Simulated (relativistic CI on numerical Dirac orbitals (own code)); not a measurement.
# The 4f ions of charge 4+

Computed by Dirac-Coulomb-Breit CI, orbitals from a KLI potential per configuration, model QED (radiative potential, 1s self-energy scaled to tabulated hydrogen-like ionisation energies), unscaled Slater integrals (own radial code, finite nucleus).

Each species is treated in one configuration, given outside its closed core, with all valence electrons in the open shell. Radial values are for the open shell of highest l, unscaled and averaged over j; ζ includes the Breit term. Labels give the leading LS character, summed over repeated terms.

| Ion | Configuration | Its lowest level | LS weight (%) | F² (cm⁻¹) | F⁴ (cm⁻¹) | g_J | g√(J(J+1)) | ζ (cm⁻¹) |
| --- | --- | --- | --- | --- | --- | --- | --- | --- |
| Pr⁴⁺ | 4f | 2F°_5/2 | 100 |  |  | 0.856 | 2.53 | 826.9 |
| Nd⁴⁺ | 4f2 | 3H_4 | 97 | 107100 | 67330 | 0.805 | 3.60 | 961.4 |
| Pm⁴⁺ | 4f3 | 4I°_9/2 | 97 | 110800 | 69650 | 0.731 | 3.64 | 1107 |
| Sm⁴⁺ | 4f4 | ? | ? | ? | ? | ? | ? | ? |
| Eu⁴⁺ | 4f5 | 6H°_5/2 | 96 | 117800 | 74050 | 0.294 | 0.87 | 1436 |
| Gd⁴⁺ | 4f6 | 7F_0 | 94 | 121100 | 76140 |  | 0.00 | 1619 |
| Tb⁴⁺ | 4f7 | 8S°_7/2 | 97 | 124400 | 78190 | 1.993 | 7.91 | 1817 |
| Dy⁴⁺ | 4f8 | 7F_6 | 96 | 127600 | 80180 | 1.493 | 9.67 | 2030 |
| Ho⁴⁺ | 4f9 | 6H°_15/2 | 94 | 130700 | 82130 | 1.324 | 10.57 | 2259 |
| Er⁴⁺ | 4f10 | 5I_8 | 94 | 133800 | 84050 | 1.241 | 10.53 | 2503 |
| Tm⁴⁺ | 4f11 | 4I°_15/2 | 97 | 136800 | 85940 | 1.196 | 9.55 | 2765 |
| Yb⁴⁺ | 4f12 | 3H_6 | 99 | 139800 | 87790 | 1.164 | 7.55 | 3044 |
| Lu⁴⁺ | 4f13 | 2F°_7/2 | 100 |  |  | 1.142 | 4.53 | 3342 |

(1) Fill in the row of Sm⁴⁺.

## Answers

(1) Its lowest level 5I_4; LS weight (%) 98; F² (cm⁻¹) 114300; F⁴ (cm⁻¹) 71890; g_J 0.603; g√(J(J+1)) 2.70; ζ (cm⁻¹) 1265.
